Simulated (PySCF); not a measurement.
# One molecule, several mistakes: BCGeH7N cation

All numbers below are calculated, not measured. They come from PySCF 2.14.0, an open-source quantum chemistry program, on an isolated molecule that a program drew, which may never have been made. The molecule is BCGeH7N cation (charge +1, singlet), drawn as the SMILES string `[CH3][GeH+][BH]N`.

Each row is a Hartree-Fock (HF) and frozen-core CCSD(T) single point in the cc-pVDZ basis, meant for a local HF minimum. Run 1 is clean. Each other run has one planted mistake out of seven kinds, and not every kind appears here: one electron removed, one electron added, multiplicity raised by two, geometry at a saddle point, minimal basis STO-3G, one bond length entered in bohr, all coordinates scaled. The reference is restricted for singlets and unrestricted otherwise, and also for a bond in bohr. Adding or removing an electron swaps singlet and doublet. Electrons count all cores. HOMO and LUMO are orbital energies over both spins, the gradient is its largest component, and the lowest frequency (negative if imaginary) is given only where the gradient is small. Bond lengths are over the 10 bonds as drawn. T1 is the CCSD diagnostic: over 0.02 (restricted) or 0.045 (unrestricted) a single reference is doubtful. Germanium has the cc-pVDZ-PP basis, with a core potential (ECP10MDF) in place of its 10 inner electrons, and its 3s, 3p and 3d shells are frozen in CCSD(T).

Geometry of the clean run:
```xyz
11
BCGeH7N cation, angstrom
C    -2.1348   -0.9564   -1.5488
Ge   -0.3320   -0.9292   -0.8642
B     0.2416   -0.9863    1.1593
N     0.6327   -2.1285    1.7963
H    -2.3264    0.0018   -2.0407
H    -2.8662   -1.1265   -0.7617
H    -2.2063   -1.7380   -2.3100
H     0.7049   -0.7174   -1.9632
H     0.1879    0.0813    1.6888
H     0.6989   -3.0419    1.3953
H     0.8997   -2.1091    2.7635
```

```
run  electrons  basis functions  <S^2>  HOMO (eV)  LUMO (eV)  gradient (hartree/bohr)  lowest frequency (cm^-1)  mean bond (Å)  longest bond (Å)      T1  HF (hartree)  CCSD(T) (hartree)                     mistake
  1         56              100  0.000     -16.15      -4.86                  1.0e-05                        31         1.3395             2.104  0.0145    -414.24901         -414.78956                    no fault
  2         56              100  2.025     -11.07      -7.78                  1.2e-01                         -         1.3395             2.104  0.0741    -414.09830         -414.61193  multiplicity raised by two
  3         55              100  0.757     -21.69     -12.64                  1.1e-01                         -         1.3395             2.104  0.0544    -413.71927         -414.20648                           ?
  4         57              100  0.767      -6.40       2.59                  2.4e-02                         -         1.3395             2.104  0.0135    -414.45509         -415.00979                           ?
```

**Which mistake was planted in run 3, and what did it cost?**

It counts 55 electrons, one fewer than the clean run, at the same geometry and basis. So the mistake is: one electron removed. Subtracting run 1 and multiplying by 627.51 kcal/mol a hartree, the energy moved by 332.4 kcal/mol in HF and 365.9 kcal/mol in CCSD(T).

**Which mistake was planted in run 4, and what did it cost?**

It counts 57 electrons, one more than the clean run, at the same geometry and basis. So the mistake is: one electron added. Subtracting run 1 and multiplying by 627.51 kcal/mol a hartree, the energy moved by -129.3 kcal/mol in HF and -138.2 kcal/mol in CCSD(T).

Cautions from the logs. Run 2: T1 is over the limit, so its CCSD(T) energy is less reliable; run 3: T1 is over the limit, so its CCSD(T) energy is less reliable.
